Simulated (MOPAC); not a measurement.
MOPAC input (PM6):

```
PM6 1SCF CHARGE=1 GEO-OK AUX(PRECISION=9) THREADS=1
C2F3

F     1.00312475 1   -0.21259832 1    1.66046507 1
C     0.82365139 1   -0.30798279 1    0.44756352 1
C    -0.29770210 1    0.08564303 1   -0.33800353 1
F    -0.23531034 1    1.15498915 1   -1.00873377 1
F    -1.11844727 1   -0.79416432 1   -0.72477130 1
```

**Question.** What heat of formation does the run end on, and which ionisation energy by Koopmans theorem?

**Answer.** 160.21 kcal/mol; 18.32 eV.
